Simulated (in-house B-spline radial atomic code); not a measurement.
Values are calculated unless marked as measured or tabulated.
Impurity-limited mobility of n-type InAs at n = 7.2392e15 cm⁻³, compensation 0.2

For InAs the NSM archive of the Ioffe Institute lists m* = 0.023 m0 and ε = 15.15.

One parabolic, isotropic band at zero temperature, uniform dielectric constant, impurities scattering independently, no phonons and no central-cell term; real bands flatten as E_F rises, which lowers the mobility at the highest densities. In effective units each ion is a point charge Z in an electron gas; its screened potential is solved self-consistently in the LDA with open boundaries (B-splines, partial waves to l = 16), which gives the phase shifts δ_l at the Fermi level.

(1) Put the electron gas into effective units.

Self-consistent phase shifts (rad):

```
l  donor, Z = +1  acceptor, Z = −1
0         0.5922           -0.4859
1         0.1581           -0.1642
2         0.0516           -0.0591
3         0.0185           -0.0221
4         0.0069           -0.0084
5         0.0027           -0.0033
6         0.0010           -0.0013
7         0.0004           -0.0005
8         0.0002           -0.0002
```

With all partial waves the Friedel sums are 1.000 and -1.001, and Σ (l + 1) sin²(δ_l − δ_(l+1)) is 0.20343 for the donor and 0.12700 for the acceptor. The screened donor binds no level.

(2) Find the transport cross sections, and compare them with the Born approximation for Thomas-Fermi screening (Brooks-Herring).

(3) With N_A/N_D = 0.2 and n = N_D − N_A, what are the mobility and the resistivity?

Results:

(1) a* = 0.0529177 nm × 15.15/0.023 = 34.86 nm and Ha* = 27211.386 meV × 0.023/15.15² = 2.727 meV. From 4π (r_s a*)³/3 = 1/n, r_s = 0.920. Then k_F = 1.91916/r_s = 2.0860 per a*, E_F = k_F²/2 = 2.1758 Ha* = 5.93 meV, and Mott's number n^(1/3) a* = 0.674.

(2) σ_tr = (4π/k_F²) × sum: 0.5875 a*² for the donor and 0.3667 a*² for the acceptor. Thomas-Fermi gives q_s² = 4k_F/π = 2.6560, so b = 4k_F²/q_s² = 6.553, and σ_Born = (2π/k_F⁴)(ln(1 + b) − b/(1 + b)) = 0.3318 × 1.1544 = 0.383 a*² for either sign. The donor scatters 1.53 times and the acceptor 0.96 times as much. Two things differ from Brooks-Herring. First order with Lindhard's response and the LDA kernel gives 1.31 times σ_Born for either sign: screening weakens at large momentum transfer, and the exchange-correlation potential of the screening charge adds to the ion's own, which is the larger part in a thin gas. Higher orders then split the signs, leaving the donor at 1.17 and the acceptor, which keeps the electrons out, at 0.73 of that.

(3) N_D = 9.05e15 and N_A = 1.81e15 cm⁻³. μ = e/(ħ k_F Σ N σ_tr), with e/ħ = 15.193 cm²/(V·s) per nm². Here k_F = 0.05985 nm⁻¹, a*² = 1215 nm², 1 cm⁻³ = 1e-21 nm⁻³, and Σ N σ_tr = 0.007265 nm⁻¹, a mean free path of 138 nm. So μ = 34900 cm²/(V·s) and ρ = 1/(n e μ) = 0.0247 Ω·cm. Brooks-Herring would give 50200 cm²/(V·s). k_F times the mean free path is 8.2.
